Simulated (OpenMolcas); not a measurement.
Pd2+ (d8) on a cation site of an ionic host was computed by SS-CASPT2, IPEA 0.25 Eh, imaginary shift 0.1 Eh with the d shell active (OpenMolcas, ANO-RCC-VDZP on the metal). Its lowest spin-free states, and all those of the highest spin:

```tsv
2S+1	Degeneracy	E (cm-1)
3	3	0
3	3	5420
1	3	9320
1	2	10390
3	1	12810
3	3	15780
1	3	18130
1	1	19380
1	3	20580
1	2	25500
1	1	42440
```

Is the site octahedral, tetrahedral or cube-like, axial, or of lower symmetry?

The states with 2S+1 = 3 have orbital degeneracies 3, 3, 1, 3. Threefold states need a cubic site. For d8 at this spin an octahedron puts the single A2 below the threefold T2 and a tetrahedron or cube puts the threefold T1 below the threefold T2, so the site is a tetrahedron or a cube, which this pattern cannot tell apart. The run had Pd2+ with its 8 nearest fluoride ions at 2.373 Å, on the Sr site of SrF2 (a = 5.796 Å, distance in the model lattice 2.510 Å). The rest of the host is ab initio model potentials to 7.6 Å and point charges beyond; the distance is set by hand and nothing relaxes. Ligand basis ANO-RCC-VDZP.

Roots that are degenerate in the reference are averaged as groups; the widest CASPT2 spread within a group is 470 cm-1 (the 3-fold group of multiplicity 3 near 5420 cm-1 above the lowest state of its run). Shifts and gaps below about the spread of the groups concerned are not significant. Over all roots computed the reference weight is 0.67 to 0.68; a low but even weight reflects the number of correlated electrons. An orbital triplet at a regular site is open to Jahn-Teller coupling, which can distort the site and quench the lowest spin-orbit gaps and is left out. Real 4d8 and 5d8 ions are as a rule square planar and diamagnetic. Ligand-to-metal charge-transfer states are missing. With no ligand orbital active B as a rule stays too high, so bands that hang on it stand too high and its fall with covalency is understated. With one d shell and no ligand orbital active, 10Dq can be off by a tenth or more. Free-ion shares, where given, are those of the reference states; single-state CASPT2 does not remix them. No measured value stands beside these numbers; the geometry was set by hand and not optimised.
